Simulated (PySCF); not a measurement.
# Ti: ionisation energy

Ti [Ar] 3d2 4s2 (3F) → Ti⁺ [Ar] 3d2 4s1 (4F), as a difference of total energies. All numbers are calculated (PySCF 2.14, no relativity, point nucleus, in def2-QZVPPD). Correlated levels: valence: [Ar] frozen. The calculations carry no spin-orbit coupling.

Q: Order these methods by the ionisation energy they give, lowest first.
A. UHF
B. CCSD(T) (valence)
C. CCSD (valence)
D. MP2 (valence)

A: A (5.524 eV), D (6.337 eV), C (6.577 eV), B (6.626 eV).

These non-relativistic numbers lack the scalar-relativistic shift.

Errors of the correlated levels include the incompleteness of this basis and the frozen core.

For comparison: 6.828 eV (measured; NIST levels, between the centres of gravity of the two terms).
